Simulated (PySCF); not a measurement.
F4H2SSi2, SMILES F[SiH2]S[Si](F)(F)F.

The structure is a stationary point at PBE-D3(BJ)/def2-SVP. The structure was generated by enumeration, and PubChem lists no compound with its InChIKey, so it may never have been made. One conformer was computed; it need not be the lowest.

All values below come from PBE-D3(BJ)/def2-SVP in PySCF 2.14.0.

Frequencies are harmonic and unscaled.

```json
[
 {"mode": "1", "ν (cm⁻¹)": "15", "IR (km/mol)": "0.2", "moving atoms (share of kinetic energy)": "F 74 %, S 19 %"},
 {"mode": "2", "ν (cm⁻¹)": "61", "IR (km/mol)": "0.9", "moving atoms (share of kinetic energy)": "F 84 %"},
 {"mode": "3", "ν (cm⁻¹)": "126", "IR (km/mol)": "2.3", "moving atoms (share of kinetic energy)": "Si 44 %, F 34 %, H 16 %"},
 {"mode": "4", "ν (cm⁻¹)": "178", "IR (km/mol)": "1.7", "moving atoms (share of kinetic energy)": "F 86 %, Si 14 %"},
 {"mode": "5", "ν (cm⁻¹)": "193", "IR (km/mol)": "0.7", "moving atoms (share of kinetic energy)": "F 74 %, S 18 %"},
 {"mode": "6", "ν (cm⁻¹)": "241", "IR (km/mol)": "12.5", "moving atoms (share of kinetic energy)": "F 54 %, Si 22 %, S 22 %"},
 {"mode": "7", "ν (cm⁻¹)": "307", "IR (km/mol)": "19.7", "moving atoms (share of kinetic energy)": "F 68 %, Si 16 %, S 15 %"},
 {"mode": "8", "ν (cm⁻¹)": "310", "IR (km/mol)": "20.9", "moving atoms (share of kinetic energy)": "F 73 %, Si 21 %"},
 {"mode": "9", "ν (cm⁻¹)": "334", "IR (km/mol)": "27.6", "moving atoms (share of kinetic energy)": "F 57 %, S 23 %, Si 16 %"},
 {"mode": "10", "ν (cm⁻¹)": "489", "IR (km/mol)": "41.1", "moving atoms (share of kinetic energy)": "Si 43 %, S 43 %"},
 {"mode": "11", "ν (cm⁻¹)": "522", "IR (km/mol)": "113.6", "moving atoms (share of kinetic energy)": "Si 35 %, S 32 %, F 25 %"},
 {"mode": "12", "ν (cm⁻¹)": "599", "IR (km/mol)": "47.0", "moving atoms (share of kinetic energy)": "H 69 %, Si 14 %, S 10 %"},
 {"mode": "13", "ν (cm⁻¹)": "712", "IR (km/mol)": "11.1", "moving atoms (share of kinetic energy)": "H 93 %"},
 {"mode": "14", "ν (cm⁻¹)": "815", "IR (km/mol)": "282.3", "moving atoms (share of kinetic energy)": "F 55 %, Si 28 %, H 16 %"},
 {"mode": "15", "ν (cm⁻¹)": "845", "IR (km/mol)": "13.3", "moving atoms (share of kinetic energy)": "F 43 %, H 42 %, Si 14 %"},
 {"mode": "16", "ν (cm⁻¹)": "893", "IR (km/mol)": "152.3", "moving atoms (share of kinetic energy)": "H 64 %, Si 19 %, F 16 %"},
 {"mode": "17", "ν (cm⁻¹)": "927", "IR (km/mol)": "101.7", "moving atoms (share of kinetic energy)": "H 63 %, Si 24 %, F 13 %"},
 {"mode": "18", "ν (cm⁻¹)": "956", "IR (km/mol)": "196.6", "moving atoms (share of kinetic energy)": "Si 49 %, F 49 %"},
 {"mode": "19", "ν (cm⁻¹)": "964", "IR (km/mol)": "148.3", "moving atoms (share of kinetic energy)": "F 51 %, Si 49 %"},
 {"mode": "20", "ν (cm⁻¹)": "2214", "IR (km/mol)": "61.1", "moving atoms (share of kinetic energy)": "H 98 %"},
 {"mode": "21", "ν (cm⁻¹)": "2236", "IR (km/mol)": "80.3", "moving atoms (share of kinetic energy)": "H 95 %"}
]
```
